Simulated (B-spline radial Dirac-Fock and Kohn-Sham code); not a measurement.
**How the binding energies of Be⁺ add up**

System: Be⁺, [He] 2s1; nuclear rms radius 2.519 fm (A = 9).

Input of the calculation (task.json; shells as n, l, electrons):

```json
{"items": [{
  "Z": 4,
  "q": 1,
  "cfg": [[1, 0, 2], [2, 0, 1]],
  "A": 9,
  "rrms": 2.519,
  "do": ["binding"]
}]}
```

Launch: `python xray_run.py task.json out`

Calculated with an atomic code on a B-spline grid, using Dirac-Fock (average of configuration) total-energy differences with a finite nucleus, the Breit interaction including its frequency dependence, and self-energy and vacuum-polarisation corrections. No correlation. Energies are counted from the vacuum level. Subshells whose hole state is unreliable or did not converge are left out.

All terms are in eV, carry their sign (relaxation lowers the binding energy) and add up to the binding energy; ⟨r⟩ is the mean radius of the orbital in the initial state.

| subshell | −ε (Koopmans) | relaxation | Breit | self-energy | vacuum polarisation | binding energy | ⟨r⟩ (bohr) |
| --- | --- | --- | --- | --- | --- | --- | --- |
| L1 (2s) | 18.13 | 0.00 | 0.00 | 0.00 | 0.00 | 18.13 | 2.280 |

Going to the tabulated ground configuration of the next ion removes an electron from L1 (2s), computed at 18.13 eV. NIST lists 18.21115 eV as the ionisation energy of this species (measured), +0.08 eV from the computed value. The gap is mostly the missing electron correlation.
